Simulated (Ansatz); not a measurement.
Basis-set extrapolation for `C[Si](C)F` radical (PBE0-D4/def2-TZVP geometry, frozen core, the Gaussian-basis code of Ansatz). Multiplicity 2, UHF reference.

|  | def2-TZVPP | def2-QZVPP |
| --- | --- | --- |
| HF | -467.737160 | -467.755301 |
| MP2 correlation | -0.706258 | -0.761455 |
| CCSD(T) correlation | -0.768959 | not run |

Energies in hartree. Use E(X) = E(∞) + A·exp(−7.88·√X) for Hartree–Fock and E(X) = E(∞) + B·X^(−2.97) for correlation, with X = 3 and 4, and add CCSD(T) minus MP2 of the smaller set to the MP2 limit.

What is the CCSD(T) energy at the basis-set limit?

HF limit: -467.755301 + (-0.018141) × 0.13774 = -467.75780. MP2 limit: -0.761455 + (-0.055197) × 0.74074 = -0.80234. Higher-order term: -0.768959 − (-0.706258) = -0.06270. Total: -468.62284 hartree, 73.2 kcal/mol below CCSD(T)/def2-TZVPP.
